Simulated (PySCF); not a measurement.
OSc, SMILES [O]=[Sc] (connectivity only; charge and spin as stated), neutral, multiplicity 2. Coordinates come from a PBE-D3(BJ)/def2-TZVPD optimisation.

All values below come from PBE-D3(BJ)/def2-TZVPD run with PySCF.

Harmonic wavenumbers (cm⁻¹): 976. Rotational constants (GHz): 15.42 (linear); symmetry number 1.

Problem. Work out the zero-point energy and the ideal-gas rigid-rotor harmonic-oscillator thermochemistry at 298.15 K and 1 atm.

Solution. ZPE = ½ Σ hcν = ½ × 976 cm⁻¹ = 1.40 kcal/mol. H − E(el) = 3.49 kcal/mol. Entropy in cal/(mol K): translation 38.24, rotation 13.91, vibration 0.10, spin 1.38, total 53.63. G − E(el) = -12.50 kcal/mol. Cp = 7.36 cal/(mol K).
